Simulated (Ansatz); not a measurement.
One change: `C[O][Y]([CH3])[O]C` becomes `C[O][Y]([Cl])[O]C`.

Ansatz, PBE0-D4/def2-TZVP geometries, multiplicity 1. Each molecule was computed in one conformer, which needn't be the lowest.

Elements past krypton have def2 core potentials.

| property | `C[O][Y]([CH3])[O]C` |
| --- | --- |
| LUMO energy (PBE0/def2-TZVPP) / eV | -1.53 |
| LUMO energy (ωB97M-V/def2-TZVPP) / eV | -0.42 |
| HOMO energy (B3LYP/def2-TZVPP) / eV | -5.96 |
| LUMO energy (B3LYP/def2-TZVPP) / eV | -1.87 |
| HOMO–LUMO gap (ωB97M-V/def2-TZVPP) / eV | 8.05 |
| size of the dipole moment (PBE/def2-TZVPP) / D | 2.35 |

(1) Give the same properties after the change, and the shifts. (An estimate is asked.)

## Answers

(1) Ansatz gave: 
| property | `C[O][Y]([Cl])[O]C` | shift |
| --- | --- | --- |
| LUMO energy (PBE0/def2-TZVPP) / eV | -1.84 | -0.31 |
| LUMO energy (ωB97M-V/def2-TZVPP) / eV | -0.54 | -0.12 |
| HOMO energy (B3LYP/def2-TZVPP) / eV | -7.49 | -1.53 |
| LUMO energy (B3LYP/def2-TZVPP) / eV | -2.18 | -0.31 |
| HOMO–LUMO gap (ωB97M-V/def2-TZVPP) / eV | 9.55 | 1.50 |
| size of the dipole moment (PBE/def2-TZVPP) / D | 3.34 | 0.99 |

With PBE0 the HOMO falls by 1.54 eV and the LUMO falls by 0.31 eV, so the gap widens by about 1.23 eV. PBE moves the HOMO by -1.29 eV and ωB97M-V by -1.62 eV. Dipoles are sizes alone; their direction can turn.

B3LYP here is the variant with VWN-RPA as its local correlation; programs differ in this.
